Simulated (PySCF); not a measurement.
PBE on B (boron, neutral), [He] 2s1 2p1 3d1, one real determinant (an excited configuration). Calculation: PySCF 2.14, in dyall-av3z (15s9p3d2f, 71 functions); no relativity, point nucleus.

```
cycle= 1 E= -24.193513484097  delta_E= -0.0029  |g|= 0.00809  |ddm|= 0.0871
cycle= 2 E= -24.1935190968633  delta_E= -5.61e-06  |g|= 0.000915  |ddm|= 0.00433
cycle= 3 E= -24.193519176831  delta_E= -8e-08  |g|= 5.79e-05  |ddm|= 0.000532
cycle= 4 E= -24.19351917842  delta_E= -1.59e-09  |g|= 5.35e-06  |ddm|= 0.000132
cycle= 5 E= -24.1935191784435  delta_E= -2.35e-11  |g|= 9.39e-07  |ddm|= 1.12e-05
converged SCF energy = -24.1935191784435  <S^2> = 3.7500032  2S+1 = 4.0000016
```

Highest occupied orbital energy: 0.421 eV; ⟨L²⟩ = 8.00; populations by l: s 3.00, p 1.00, d 1.00, f 0.00.

Problem. Can this result be used?

Solution. Not for this state. The run converged. ⟨L²⟩ = 8.00 against 12 for a pure F term, so this real determinant mixes terms. The outer electron is Rydberg-like, and this basis confines it to a smaller radius and binds it less than a complete one would. At PBE the highest occupied level has a positive energy, so only the finite basis holds that electron; for this excited configuration the basis is too tight for the outer shell.
